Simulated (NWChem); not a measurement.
System: GeO cation, doublet; SMILES of the neutral closed-shell parent [O]=[Ge]

Here is an NWChem input.

```
start job
memory heap 200 mb stack 900 mb global 1100 mb
charge 1
geometry units angstroms noautosym nocenter noautoz
  Ge     0.000000     0.000000     0.347806
  O      0.000000     0.000000    -1.314341
end
basis spherical
  * library def2-svp
end
dft
  odft
  mult 2
  xc xcamb88 1.00 lyp 0.81 vwn_5 0.19 hfexch 1.00
  cam 0.33 cam_alpha 0.19 cam_beta 0.46
  iterations 150
end
property
  efieldgrad
end
task dft property
```

NWChem printed, in part:

```
             Northwest Computational Chemistry Package (NWChem) 7.3.0
             --------------------------------------------------------

                             Geometry "geometry" -> ""
                             -------------------------

 Output coordinates in angstroms (scale by  1.889725989 to convert to a.u.)

  No.       Tag          Charge          X              Y              Z
 ---- ---------------- ---------- -------------- -------------- --------------
    1 Ge                  32.0000     0.00000000     0.00000000     0.34780600
    2 O                    8.0000     0.00000000     0.00000000    -1.31434100

 Effective nuclear repulsion energy (a.u.)      81.5026443172

                              NWChem Property Module
                              ----------------------

  itol2e modified to match energy
  convergence criterion.

                                 NWChem DFT Module
                                 -----------------

 Summary of "ao basis" -> "ao basis" (spherical)
 ------------------------------------------------------------------------------
       Tag                 Description            Shells   Functions and Types
 ---------------- ------------------------------  ------  ---------------------
 Ge                         def2-svp                12       32   5s4p3d
 O                          def2-svp                 6       14   3s2p1d

  itol2e modified to match energy
  convergence criterion.

            General Information
            -------------------
          SCF calculation type: DFT
          Wavefunction type:  spin polarized.
          No. of atoms     :     2
          No. of electrons :    39
           Alpha electrons :    20
            Beta electrons :    19
          Charge           :     1
          Spin multiplicity:     2
          Use of symmetry is: off; symmetry adaption is: off
          Maximum number of iterations: 150
          AO basis - number of functions:    46
                     number of shells:    18
          Convergence on energy requested:  1.00D-07
          Convergence on density requested:  1.00D-05
          Convergence on gradient requested:  5.00D-04

              XC Information
              --------------
                     Hartree-Fock (Exact) Exchange  1.000
                   CAM-Becke88 Exchange Functional  1.000
                      VWN V Correlation Functional  0.190 local
              Lee-Yang-Parr Correlation Functional  0.810

           Range-Separation Parameters
           ---------------------------
           Alpha           :  0.19
           Beta            :  0.46
           Gamma           :  0.33
           Short-Range HF  :     F

             Grid Information
             ----------------
          Grid used for XC integration:  fine
          Radial quadrature: Mura-Knowles
          Angular quadrature: Lebedev.
          Tag              B.-S. Rad. Rad. Pts. Rad. Cut. Ang. Pts.
          ---              ---------- --------- --------- ---------
          Ge                  1.25      140           6.0       974
          O                   0.60       70           7.0       590
          Grid pruning is: on
          Number of quadrature shells:   210
          Spatial weights used:  Erf1

      Superposition of Atomic Density Guess
      -------------------------------------

 Sum of atomic energies:       -2149.73464424

 Renormalizing density from      40.00 to     39

      Non-variational initial energy
      ------------------------------

 Total energy =   -2116.520778
 1-e energy   =   -3081.244148
 2-e energy   =     883.220726
 HOMO         =      -0.784522
 LUMO         =      -0.418742

   convergence    iter        energy       DeltaE   RMS-Dens  Diis-err
 ---------------- ----- ----------------- --------- --------- ---------
 d= 0,ls=0.0,diis     1  -2151.1319139354 -2.23D+03  2.34D-02  2.05D+00
                                                     2.42D-02  2.09D+00
 d= 0,ls=0.0,diis     2  -2150.2353648156  8.97D-01  2.05D-02  3.94D+00
                                                     2.43D-02  3.57D+00
 d= 0,ls=0.0,diis     3  -2151.2666272500 -1.03D+00  7.44D-03  7.40D-01
                                                     1.28D-02  8.09D-01
 d= 0,ls=0.0,diis     4  -2151.5875949827 -3.21D-01  1.09D-03  1.34D-03
                                                     2.59D-03  1.52D-03
 d= 0,ls=0.0,diis     5  -2151.5902302110 -2.64D-03  8.63D-04  1.72D-03
                                                     1.04D-03  6.72D-04
  Resetting Diis
 d= 0,ls=0.0,diis     6  -2151.5916393665 -1.41D-03  6.63D-04  1.57D-04
                                                     1.12D-03  6.23D-05
 d= 0,ls=0.0,diis     7  -2151.5921024471 -4.63D-04  9.81D-05  6.29D-06
                                                     2.14D-04  1.91D-05
 d= 0,ls=0.0,diis     8  -2151.5921321077 -2.97D-05  7.24D-05  3.11D-05
                                                     2.67D-05  4.93D-06
 d= 0,ls=0.0,diis     9  -2151.5921437880 -1.17D-05  1.45D-04  1.99D-06
                                                     1.94D-04  5.78D-06
 d= 0,ls=0.0,diis    10  -2151.5921610476 -1.73D-05  3.92D-05  7.14D-07
                                                     4.53D-05  7.33D-07
 d= 0,ls=0.0,diis    11  -2151.5921623119 -1.26D-06  1.32D-05  7.97D-08
                                                     1.47D-05  6.01D-08
 d= 0,ls=0.0,diis    12  -2151.5921624993 -1.87D-07  6.34D-06  1.13D-08
                                                     5.30D-06  9.39D-09
 d= 0,ls=0.0,diis    13  -2151.5921625318 -3.25D-08  2.34D-06  1.22D-09
                                                     4.61D-06  2.12D-09

         Total DFT energy =    -2151.592162531834
      One electron energy =    -3146.258626675867
           Coulomb energy =     1000.521753352908
    Exchange-Corr. energy =      -87.357933526089
 Nuclear repulsion energy =       81.502644317213

 Numeric. integr. density =       39.000000222854

                    DFT Final Alpha Molecular Orbital Analysis
                    ------------------------------------------

 Vector   18  Occ=1.000000D+00  E=-7.161734D-01
              MO Center= -3.5D-08,  1.3D-07,  8.9D-02, r^2= 2.2D+00
   Bfn.  Coefficient  Atom+Function         Bfn.  Coefficient  Atom+Function
  ----- ------------  ---------------      ----- ------------  ---------------
     4      0.609922  1 Ge s                 38     -0.447278  2 O  pz
    14      0.359598  1 Ge pz                 3     -0.324088  1 Ge s
    41     -0.265412  2 O  pz                 5      0.200635  1 Ge s
    11     -0.195889  1 Ge pz                17      0.100037  1 Ge pz
    20      0.069888  1 Ge d  0               2      0.066378  1 Ge s

 Vector   19  Occ=1.000000D+00  E=-7.022198D-01
              MO Center= -4.8D-08, -4.9D-08, -1.1D+00, r^2= 8.9D-01
   Bfn.  Coefficient  Atom+Function         Bfn.  Coefficient  Atom+Function
  ----- ------------  ---------------      ----- ------------  ---------------
    37      0.446690  2 O  py                36      0.430420  2 O  px
    40      0.287342  2 O  py                39      0.276875  2 O  px
    13      0.145086  1 Ge py                12      0.139801  1 Ge px
    16      0.081752  1 Ge py                15      0.078774  1 Ge px
    10     -0.078376  1 Ge py                 9     -0.075521  1 Ge px

[...]

          -----------------------
          Electric field gradient
          -----------------------

 1 a.u. = 0.324123 10**(16) esu/cm**3  ( or statvolts/cm**2 ) = 0.97174 10**(22) v/m**2

 ------------------------------------------------------------
   Atom      X         Y         Z
 ------------------------------------------------------------
    1 Ge   0.00000   0.00000   0.65726
 ------------------------------------------------------------

 Electric field gradient in molecular frame (a.u.)
         XX             YY             ZZ             XY             XZ             YZ
 ------------------------------------------------------------------------------------------
       -0.634010      -0.634010       1.268020       0.000000      -0.000000      -0.000000

 Principal components (a.u.) and orientation
 of principal axis w.r.t. absolute frame                      Asymmetry parameter eta
 --------------------------------------------------------------------------------------
        1.268020      -0.634010      -0.634010                       0.000000

       -0.000000       0.722051       0.691839
       -0.000000      -0.691839       0.722051
        1.000000      -0.000000       0.000000

 ------------------------------------------------------------
   Atom      X         Y         Z
 ------------------------------------------------------------
    2 O    0.00000   0.00000  -2.48374
 ------------------------------------------------------------

 Electric field gradient in molecular frame (a.u.)
         XX             YY             ZZ             XY             XZ             YZ
 ------------------------------------------------------------------------------------------
        1.188609       1.188609      -2.377218      -0.000000      -0.000000       0.000001

 Principal components (a.u.) and orientation
 of principal axis w.r.t. absolute frame                      Asymmetry parameter eta
 --------------------------------------------------------------------------------------
       -2.377218       1.188609       1.188609                       0.000000

        0.000000       0.722365       0.691512
       -0.000000      -0.691512       0.722365
        1.000000      -0.000000       0.000000
```

Level: CAM-B3LYP/def2-SVP, spin-unrestricted. Coordinates come from a PBE-D3(BJ)/def2-SVP, spin-unrestricted optimisation. This spin state was assumed; another may lie lower. No stability test was run on the SCF state. NWChem prints the field gradient with the sign opposite to the second derivative of the potential.
